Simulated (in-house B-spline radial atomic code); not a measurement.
# Pb5+: [Xe] 4f14 5d9

Computed with an all-electron radial atomic-structure program (B-spline basis): Dirac-Kohn-Sham relativistic LDA, spherical fractional occupations, Fermi nucleus of rms radius 5.5012 fm.

Screening seen three ways: the hydrogenic charge with the same mean radius, Z_r = [3n² - l(l+1)]/(2<r>), the one with the same energy, Z_e = n√(-2ε), and Slater's rules. Values are occupation-weighted means over j. An effective charge above Z reflects the relativistic contraction of the inner shells.

```csv
shell,electrons,ε (eV),<r> (bohr),Z_r,Z_e,Slater
1s,2,-87335,0.01613,92.97,80.12,81.70
2s,2,-15676,0.0672,89.28,67.89,77.85
2p,6,-13636,0.06101,81.95,63.31,77.85
3s,2,-3810.8,0.1746,77.31,50.21,70.75
3p,6,-3214.3,0.1757,71.13,46.11,70.75
3d,10,-2534.6,0.1602,65.56,40.95,60.85
4s,2,-908.41,0.3854,62.27,32.68,54.25
4p,6,-709.84,0.4093,56.19,28.89,54.25
4d,10,-460.63,0.4317,48.64,23.27,42.85
5s,2,-202.53,0.8525,43.99,19.29,24.35
4f,14,-193.35,0.4538,39.66,15.08,31.45
5p,6,-146.04,0.9656,37.80,16.38,24.35
5d,9,-78.297,1.227,28.11,11.99,11.20
```

The least bound orbital is 5d5/2 at -77.14 eV, and it is also the most diffuse (<r> = 1.241 bohr).

Spin-orbit splittings of the orbital energies (j = l + 1/2 above j = l - 1/2 when positive): 2p 2159 eV, 3p 482.2 eV, 3d 103.3 eV, 4p 118.4 eV, 4d 22.23 eV, 4f 5.038 eV, 5p 22.73 eV, 5d 2.903 eV.

For the 1s electron the small component carries 9.7 % of the norm, the zero-frequency Breit interaction raises the level by 339.9 eV, self-energy by 220.7 eV, and vacuum polarisation lowers it by 47.04 eV.
